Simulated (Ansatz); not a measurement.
`O[SiH]1[CH2][AlH]1`. Total charge 0; spin multiplicity 1.

```
atom    x (Å)    y (Å)    z (Å)
  O1   0.6600   0.2423  -2.0603
 Si2   0.3628  -0.4924  -0.6099
  C3  -1.0398   0.1909   0.4257
 Al4   0.5319   0.1843   1.6154
  H5   1.5495   0.1717  -2.4102
  H6   0.2086  -1.9670  -0.7812
  H7  -2.0481  -0.2186   0.4263
  H8  -1.0994   1.2870   0.2882
  H9   0.8745   0.6018   3.1060
```

List the harmonic frequencies (cm⁻¹, unscaled) at PBE0-D4/def2-TZVP in Ansatz. (Best estimate.)

Computed: 28, 156, 213, 323, 378, 413, 447, 555, 621, 741, 776, 817, 837, 857, 927, 1345, 1917, 2173, 2978, 3151, 3917.

Is this a minimum?

Yes, all 21 modes are real.

Give the ideal-gas thermochemistry at 298.15 K and 1 bar (rigid rotor, harmonic oscillator; point group C1, symmetry number 1).

Zero-point energy 141.0 kJ/mol; H(298) − E = 161.7 kJ/mol; entropy 343.3 J/(mol·K), of which translation 164.7, rotation 108.3, vibration 70.3; G(298) − E = 59.4 kJ/mol. Modes under 100 cm⁻¹ are hindered rotations or soft bends, so the harmonic entropy is rough.

Rotational constants (cm⁻¹)?

0.3568, 0.09186, 0.08306.
